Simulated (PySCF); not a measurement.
PySCF input file for Si(CF3)(F)(H)2 (CH2F4Si), SMILES F[SiH2]C(F)(F)F, PBE0/pcSseg-1. Geometry optimised at PBE0-D3(BJ)/def2-SVP.

```python
import numpy as np
from pyscf import gto, scf, dft
from pyscf.prop.nmr import rks as nmr

mol = gto.M(
    atom='''
    Si    0.60167823   -1.09145279   -0.00000000
    F    -0.68499950   -2.07412854    0.00000000
    C    -0.03805218    0.72459088   -0.00000000
    F    -0.77496480    1.00966048   -1.07917328
    F    -0.77496478    1.00966048    1.07917329
    F     1.01655162    1.55860955   -0.00000001
    H     1.38510750   -1.30071202   -1.24139022
    H     1.38510752   -1.30071201    1.24139021
    ''',
    basis='pcSseg-1',
    charge=0,
    spin=0,
    max_memory=1600,
    verbose=3,
)
mf = dft.RKS(mol, xc='pbe0')
mf.grids.level = 3
mf.conv_tol = 1e-10
mf.max_cycle = 100
mf.kernel()
n = nmr.NMR(mf)
n.verbose = 2
n.max_cycle_cphf = 60
sigma = n.kernel()
print('atom   isotropic/ppm   span/ppm')
for i, s in enumerate(sigma):
    w = np.linalg.eigvalsh((s + s.T) / 2)
    print(f'{mol.atom_symbol(i):2s}{i + 1:3d} {w.mean():14.3f} {w[2] - w[0]:11.3f}')
```

Program output:

```
converged SCF energy = -727.64034152401
atom   isotropic/ppm   span/ppm
Si  1        365.003     107.075
F   2        399.061      62.040
C   3         53.250       5.120
F   4        253.894     176.976
F   5        253.894     176.976
F   6        257.529     171.675
H   7         26.315       7.341
H   8         26.315       7.341
```

Self-consistency was reached.

Cost: roughly 18 core-seconds.
